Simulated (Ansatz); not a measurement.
`CB(F)BCl` and `C[B](F)[SnH3]` differ in one atom or group.

Ansatz, PBE0-D4/def2-TZVP geometries, multiplicity 1. Each molecule was computed in one conformer, which needn't be the lowest.

Elements past krypton have def2 core potentials.

```
                                          property  `CB(F)BCl`
              HOMO–LUMO gap (PBE0/def2-TZVPP) / eV        5.96
                 HOMO energy (PBE/def2-TZVPP) / eV       -6.40
size of the dipole moment (ωB97M-V/def2-TZVPP) / D        1.29
             HOMO–LUMO gap (B3LYP/def2-TZVPP) / eV        5.57
             LUMO energy (ωB97M-V/def2-TZVPP) / eV        0.19
               LUMO energy (B3LYP/def2-TZVPP) / eV       -2.03
```

What does the change do to each property? (Estimate.)

Computed: 
```tsv
property	`C[B](F)[SnH3]`	shift
HOMO–LUMO gap (PBE0/def2-TZVPP) / eV	6.34	0.38
HOMO energy (PBE/def2-TZVPP) / eV	-6.40	0.00
size of the dipole moment (ωB97M-V/def2-TZVPP) / D	1.57	0.28
HOMO–LUMO gap (B3LYP/def2-TZVPP) / eV	5.95	0.38
LUMO energy (ωB97M-V/def2-TZVPP) / eV	0.71	0.52
LUMO energy (B3LYP/def2-TZVPP) / eV	-1.46	0.57
```

With PBE0 the HOMO rises by 0.20 eV and the LUMO rises by 0.59 eV, so the gap widens by about 0.39 eV. PBE moves the HOMO by 0.00 eV and ωB97M-V by 0.33 eV. Dipoles are sizes alone; their direction can turn.

B3LYP here is the variant with VWN-RPA as its local correlation; programs differ in this.
